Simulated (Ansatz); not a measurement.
Computed with Ansatz on PBE0-D4/def2-TZVP structures; ΔE is electronic, products minus reactants. CCSD(T)/CBS adds triple-zeta CCSD(T) − MP2 to the extrapolated MP2 energy (def2 sets, frozen cores). This one scheme is used for every species. DFT in def2-TZVPP. B3LYP here is the variant with VWN-RPA as its local correlation; programs differ in this. One conformer a species, not always the lowest.

`CSBCl` + `O[Si]S` → `CS[Si]O` + `SBCl`  (substitution at a C–S bond)

```tsv
level	ΔE (kJ/mol)
r2SCAN-D4	-6.5
B3LYP-D4	-4.7
B3LYP	-3.8
CCSD(T)/def2-TZVPP	-5.2
```

**Question.** What does CCSD(T)/CBS give? (Best estimate.)

**Answer.** Computed: -5.9 kJ/mol. The listed levels differ from it by -0.6, 1.2, 2.1, 0.7 kJ/mol.

Largest T1 diagnostic among the species: 0.015.
